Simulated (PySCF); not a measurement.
CH7FN2Si

The system: CH7FN2Si, a small molecule; neutral, singlet. The structure, one conformer, was relaxed in the gas phase by PBE0-D3(BJ)/def2-SVP. No frequency run checks that it is a minimum.

SMILES: NC(N)(F)[SiH3]

```tsv
atom	x (Å)	y (Å)	z (Å)
C1	-0.057	0.028	-0.412
Si2	-0.456	-0.910	1.219
N3	1.342	0.200	-0.579
N4	-0.793	1.258	-0.440
F5	-0.594	-0.743	-1.459
H6	-0.226	0.005	2.377
H7	-1.874	-1.363	1.200
H8	0.451	-2.093	1.341
H9	1.840	-0.688	-0.586
H10	1.552	0.694	-1.448
H11	-0.781	1.647	-1.384
H12	-0.362	1.932	0.188
```

Shieldings: GIAO PBE0/pcSseg-2. Shifts are against computed references at the same level: C TMS (σ 184.1 ppm), H TMS (σ 31.24 ppm), Si TMS (σ 341.3 ppm). Core levels by delta-SCF with SCAN, pcX-2 on the ionised atom and pcseg-1 elsewhere, spin-free X2C (2p3/2 is the spin-free 2p value less a third of a first-order spin-orbit splitting); from the vacuum level, for chosen atoms.

Problem. Give the shieldings and core levels atom by atom.

Solution. 
```tsv
atoms	bonded to	σ (ppm)	δ (ppm)	core level (eV)
C1	1 F + 2 N + 1 Si	73.6	110.6	1s 293.90
Si2	1 C + 3 H	404.0	-62.8	2p3/2 106.77
N3	1 C + 2 H	176.0	-	1s 405.56
N4	1 C + 2 H	195.2	-	1s 405.45
F5	1 C	273.3	-	1s 691.82
H6 H7 H8	1 Si	27.27	3.98	-
H9	1 N	29.01	2.24	-
H10	1 N	29.75	1.49	-
H11	1 N	29.82	1.42	-
H12	1 N	30.08	1.17	-
```

Values are those of this one static structure, with the three H of a rotating XH3 group averaged; atoms that internal rotation interchanges would show their mean in an NMR spectrum.

Problem. By CAM-B3LYP/def2-SVPD (TDDFT singlets, Tamm-Dancoff triplets, ionisation by delta-SCF), where does absorption start, and what does vertical ionisation take?

Solution. The lowest singlet lies at 6.71 eV (f 0.033), the strongest of the first 6 at 7.56 eV (f 0.099), the lowest triplet at 6.43 eV; vertical ionisation takes 9.75 eV.
